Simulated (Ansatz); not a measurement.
```xyz
14

C    -0.158    0.502    1.830
N     0.577   -0.311    0.882
C     0.541    0.209   -0.472
Si   -1.068   -0.230   -1.374
S     1.916   -0.427   -1.458
H     0.161    1.557    1.847
H    -0.036    0.087    2.831
H    -1.224    0.483    1.593
H     1.545   -0.401    1.169
H     0.699    1.302   -0.518
H    -1.127    0.515   -2.657
H    -1.069   -1.694   -1.627
H    -2.270    0.120   -0.566
H     1.514   -1.711   -1.480
```

The species carries charge 0 and has multiplicity 1.

Question: List the PBE0/def2-TZVPP orbital energies in eV (Ansatz). (An estimate is asked.)

Answer: Ansatz gave: Occupied: -2422.56, -1802.42, -391.41, -279.78, -278.77, -217.88, -161.73, -161.64, -161.50, -144.78, -99.43, -99.43, -99.43, -25.82, -21.72, -18.93, -17.58, -14.90, -14.08, -13.00, -12.38, -11.40, -10.79, -10.38, -9.68, -9.59, -9.07, -7.16, -6.69. Lowest empty: 0.09, 1.12, 1.21, 1.36, 1.61, 1.74, 2.08, 2.42.
